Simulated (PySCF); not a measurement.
Energy of I (iodine, neutral) between two integer charges

The 5p beta orbital of [Kr] 4d10 5s2 5p5 is emptied in steps (occupation f), with all orbitals relaxed, ending at [Kr] 4d10 5s2 5p4. All numbers are calculated (PySCF 2.14, a scalar-relativistic core potential, in aug-cc-pVTZ-PP with ECP28MDF). The exact energy is a straight line in f; departures are measured from the line between the end points of the same method.

```json
{"f": "1", "UHF (eV)": "0.000", "LDA (eV)": "0.000", "PBE (eV)": "0.000", "PBE0 (eV)": "0.000", "r2SCAN (eV)": "0.000", "LC-wPBE (eV)": "0.000", "BHandHLYP (eV)": "0.000", "wB97X (eV)": "0.000", "BLYP (eV)": "0.000", "B3LYP (eV)": "0.000"}
{"f": "0.75", "UHF (eV)": "0.155", "LDA (eV)": "-0.743", "PBE (eV)": "-0.714", "PBE0 (eV)": "-0.501", "r2SCAN (eV)": "-0.660", "LC-wPBE (eV)": "-0.007", "BHandHLYP (eV)": "-0.310", "wB97X (eV)": "-0.102", "BLYP (eV)": "-0.732", "B3LYP (eV)": "-0.565"}
{"f": "0.5", "UHF (eV)": "0.199", "LDA (eV)": "-0.996", "PBE (eV)": "-0.955", "PBE0 (eV)": "-0.668", "r2SCAN (eV)": "-0.868", "LC-wPBE (eV)": "-0.008", "BHandHLYP (eV)": "-0.419", "wB97X (eV)": "-0.154", "BLYP (eV)": "-0.983", "B3LYP (eV)": "-0.758"}
{"f": "0.25", "UHF (eV)": "0.144", "LDA (eV)": "-0.750", "PBE (eV)": "-0.717", "PBE0 (eV)": "-0.501", "r2SCAN (eV)": "-0.640", "LC-wPBE (eV)": "-0.004", "BHandHLYP (eV)": "-0.319", "wB97X (eV)": "-0.133", "BLYP (eV)": "-0.742", "B3LYP (eV)": "-0.571"}
{"f": "0", "UHF (eV)": "0.000", "LDA (eV)": "0.000", "PBE (eV)": "0.000", "PBE0 (eV)": "0.000", "r2SCAN (eV)": "0.000", "LC-wPBE (eV)": "0.000", "BHandHLYP (eV)": "0.000", "wB97X (eV)": "0.000", "BLYP (eV)": "0.000", "B3LYP (eV)": "0.000"}
```

```csv
method,E(f=0) − E(f=1) (eV),−ε at f=1 (eV),−ε at f=0.5 (eV)
UHF,9.546,10.406,9.517
LDA,10.784,6.851,10.763
PBE,10.498,6.708,10.490
PBE0,10.525,7.859,10.525
r2SCAN,10.531,6.986,10.587
LC-wPBE,10.571,10.537,10.577
BHandHLYP,10.490,8.857,10.468
wB97X,10.612,10.120,10.533
BLYP,10.439,6.562,10.415
B3LYP,10.625,7.633,10.608
```

Orbital energy along the path (eV):

```
   f      UHF      LDA      PBE     PBE0   r2SCAN  LC-wPBE  BHandHLYP    wB97X     BLYP    B3LYP
   1  -10.406   -6.851   -6.708   -7.859   -6.986  -10.537     -8.857  -10.120   -6.562   -7.633
0.75   -9.935   -8.784   -8.584   -9.186   -8.799  -10.554     -9.648  -10.294   -8.465   -9.104
 0.5   -9.517  -10.763  -10.490  -10.525  -10.587  -10.577    -10.468  -10.533  -10.415  -10.608
0.25   -9.142  -12.774  -12.407  -11.863  -12.279  -10.590    -11.320  -10.883  -12.401  -12.137
   0   -8.802  -14.798  -14.328  -13.193  -13.892  -10.576    -12.221  -11.434  -14.412  -13.687
```

Reference removal energy between the ground levels: 10.451 eV (measured; NIST Atomic Spectra Database, ionization energies). The calculation has no spin-orbit coupling. UHF lacks correlation.
